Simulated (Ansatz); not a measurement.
The same path of AlFH6OSi (10 atoms, charge 0, multiplicity 1) was run twice with different band settings.

The calculation used RKS PBE-D4/cc-pVDZ (Ansatz 0.2.0).

Relaxed end points:

```xyz
10
Properties=species:S:1:pos:R:3
Al 0.149 0.013 -0.018
F -0.304 0.362 1.637
H 1.687 0.287 -0.373
H -1.051 0.104 -1.084
O 0.047 -1.929 0.620
Si -0.748 -3.368 0.008
H 0.337 -4.317 -0.410
H -1.563 -3.921 1.144
H -1.602 -2.953 -1.153
H -0.216 -1.647 1.534
```

```xyz
10
Properties=species:S:1:pos:R:3
Al -0.048 -0.003 0.092
F 0.020 0.171 1.828
H 1.225 0.565 -0.697
H -1.532 -0.085 -0.531
O 0.321 -1.983 0.451
Si -0.730 -3.295 -0.062
H -0.115 -4.565 0.457
H -2.112 -3.091 0.494
H -0.693 -3.214 -1.557
H 0.400 -1.869 1.431
```

Common settings: spring 5.0 eV/Å²; optimiser quadratic models (default); start path through a guess of the saddle point; force threshold 0.05 eV/Å; iteration limit 60; end points relaxed.

| run | movable images | climbing image |
| --- | --- | --- |
| 1 | 9 | yes |
| 2 | 2 | no |

Problem. What does each run give, and how far can it be trusted?

Solution. Run 1: converged after 16 iterations, highest image 0.000 eV above the first end. The top lies less than 8 meV above the higher end, about what the thresholds resolve: that end is a shoulder or a very shallow well. A vibrational analysis at the climbing image gives one clearly imaginary mode, 78i cm⁻¹: a first-order saddle point.
Run 2: converged after 13 iterations, highest image 0.000 eV above the first end. The highest image is an end point: on this band no image between the ends rises above it. So few images can step over the top or miss a turn of the path.
